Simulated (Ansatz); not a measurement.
## One molecule, several partners

GeH₄ beside different partners, each pair relaxed from a docking trial to one local arrangement, named by its closest contact against the van der Waals radii; a more strongly bound one may exist. Pairs that react, share a proton or have a doubtful reference are left out. Counterpoise interaction energies from the frozen fragments; negative means bound. Gas-phase electronic energies, without zero-point energy, by CCSD(T) at an estimated basis limit (MP2 extrapolated from triple and quadruple zeta, plus CCSD(T) − MP2 in triple zeta); Ansatz 0.2.0, def2-TZVPPD and QZVPPD, frozen cores, on PBE0-D4/def2-TZVP (TZVPD for anions) structures. Extrapolation: Hartree–Fock as exp(−7.88 √X), correlation as X^−2.97.

| partner | closest contact, atom of GeH₄ first (Å) | interaction energy (kcal/mol) |
| --- | --- | --- |
| Cl⁻ | Ge···Cl 3.07 | ? |
| HCN | Ge···N 3.47 | -1.22 |
| N₂ | Ge···N 3.67 | -0.58 |
| H₂O | Ge···O 3.25 | -1.32 |
| Br⁻ | H···Br 2.56 | -4.78 |
| F₂ | Ge···F 3.55 | -0.54 |

(1) What is the interaction energy with Cl⁻? (An estimate is asked for; the value comes from the calculation.)

No T1 diagnostic of these runs exceeds 0.015. The restricted Hartree–Fock reference is unstable towards an unrestricted one at one or more of these structures. The filled d shells of Br, Ge are correlated in sets not built for that, so values that involve them are less sure.

For scale, one of the runs: CCSD(T)/def2-TZVPPD, 213 basis functions, launched by `ansatz run in.yaml --threads 4 --pin off --events-out ev --progress --plain --max-ram 9574MiB`. The run took 47 s on 4 CPU threads of an Intel Xeon Platinum 8259CL (shared host), with 3 GiB of host memory at its peak.

Answers

(1) The calculation gives: -9.39 kcal/mol. It counts from the two fragments frozen as in the pair.
